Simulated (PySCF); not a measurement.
From one molecule to another.

First species: C8H8S.
InChI=1S/C8H8S/c1-5-4-8(6(5)2)7(3)9/h4H,1-2H2,3H3

Second species: C₈H₈S.
SMILES: `C1=C(c2cccs2)CC1`

Levels: PBE0/def2-SVPD for dipole moment, HOMO energy, LUMO energy, HOMO–LUMO gap, static isotropic polarisability and electronic spatial extent ⟨r²⟩ about the centre of nuclear charge; TDDFT PBE0/def2-SVPD for lowest singlet excitation; TDA PBE0/def2-SVPD for lowest triplet excitation (Tamm–Dancoff); GFN2-xTB for rotational constant A and rotational constant C. Geometries: GFN2-xTB. Each species is one conformer at its optimised geometry, gas phase, non-relativistic unless stated; the electronic structure was computed with PySCF and density fitting.

The conformers computed, where there is a choice (atom-mapped SMILES and torsion angles):
- `[CH2:1]=[C:2]1[CH:3]=[C:4]([C:5]([CH3:6])=[S:7])[C:8]1=[CH2:9]`: C3–C4–C5–C6 0°
- `[CH:1]1=[C:2]([c:3]2[cH:4][cH:5][cH:6][s:7]2)[CH2:8][CH2:9]1`: C1–C2–C3–C4 179°

**Question.** Which has the higher ⟨r²⟩?

**Answer.** The first: 1558 bohr² against 1498 bohr², a difference of 60 bohr².

**Question.** Which has the higher HOMO energy?

**Answer.** The second: -6.09 eV against -6.41 eV, a difference of 0.32 eV.

**Question.** Which has the higher static isotropic polarisability?

**Answer.** The first: 133.0 au against 113.6 au, a difference of 19.4 au.

**Question.** Which of the two has the higher T1 energy, and by how much?

**Answer.** The second: 2.74 eV against 1.45 eV, a difference of 1.29 eV.

**Question.** Which has the higher dipole moment?

**Answer.** The first: 3.26 D against 0.70 D, a difference of 2.56 D.

**Question.** Which of the two has the higher S1 energy, and by how much?

**Answer.** The second: 4.44 eV against 1.89 eV, a difference of 2.55 eV.

**Question.** Which has the higher rotational constant A?

**Answer.** The second: 3.801 GHz against 2.700 GHz, a difference of 1.101 GHz.

**Question.** Which has the higher LUMO energy?

**Answer.** The second: -1.17 eV against -3.05 eV, a difference of 1.88 eV.

On the first: The polarisability is 19.71 Å³ as a volume (1 au = 0.148185 Å³), or 1.85 au for each of the 72 electrons. In wavenumbers S1 is 15200 cm⁻¹ (1 eV = 8065.54 cm⁻¹).

On the second: The dipole equals about 2.3 × 10⁻³⁰ C·m (1 D = 3.33564 × 10⁻³⁰ C·m). In wavenumbers S1 is 35800 cm⁻¹ (1 eV = 8065.54 cm⁻¹).
